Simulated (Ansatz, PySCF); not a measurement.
The Ansatz (a quantum-chemistry and plane-wave program) input:
Ansatz 0.2 input:
```yaml
crystal:
  periodic: [false, false, false]
  atoms:
    - {symbol: C, position_ang: [-0.61420000, 1.11590000, 0.56410000]}
    - {symbol: C, position_ang: [-0.09010000, 0.02020000, -0.36040000]}
    - {symbol: C, position_ang: [1.35060000, -0.34120000, -0.00900000]}
    - {symbol: N, position_ang: [-0.92020000, -1.16670000, -0.18850000]}
    - {symbol: H, position_ang: [0.00310000, 2.00670000, 0.48570000]}
    - {symbol: H, position_ang: [-0.60020000, 0.76100000, 1.59070000]}
    - {symbol: H, position_ang: [-1.63700000, 1.37810000, 0.30330000]}
    - {symbol: H, position_ang: [-0.11220000, 0.39990000, -1.40170000]}
    - {symbol: H, position_ang: [1.72360000, -1.11430000, -0.67700000]}
    - {symbol: H, position_ang: [1.39180000, -0.71630000, 1.00970000]}
    - {symbol: H, position_ang: [1.99300000, 0.53090000, -0.09460000]}
    - {symbol: H, position_ang: [-0.60270000, -1.91270000, -0.79820000]}
    - {symbol: H, position_ang: [-1.88540000, -0.96140000, -0.42410000]}
basis:
  gaussian:
    orbitals: cc-pVDZ
hamiltonian:
  xc: cam_b3lyp
magnetization: {spin_polarized: true, initial_magnetization: 2}
accuracy: high
```

**Question.** Write the same job for PySCF.

**Answer.** One answer among several that fit: 
```python
from pyscf import gto, scf, dft

mol = gto.Mole()
mol.atom = '''
    C    -0.61420000    1.11590000    0.56410000
    C    -0.09010000    0.02020000   -0.36040000
    C     1.35060000   -0.34120000   -0.00900000
    N    -0.92020000   -1.16670000   -0.18850000
    H     0.00310000    2.00670000    0.48570000
    H    -0.60020000    0.76100000    1.59070000
    H    -1.63700000    1.37810000    0.30330000
    H    -0.11220000    0.39990000   -1.40170000
    H     1.72360000   -1.11430000   -0.67700000
    H     1.39180000   -0.71630000    1.00970000
    H     1.99300000    0.53090000   -0.09460000
    H    -0.60270000   -1.91270000   -0.79820000
    H    -1.88540000   -0.96140000   -0.42410000
'''
mol.basis = 'cc-pvdz'
mol.spin = 2
mol.verbose = 3
mol.build()

mf = dft.UKS(mol)
mf.xc = 'camb3lyp'
mf.grids.atom_grid = (99, 590)
mf.grids.prune = None
mf.kernel()
```

Both were run: Ansatz gave -174.143478 Eh and PySCF -174.143478 Eh, 0.000 mEh apart.
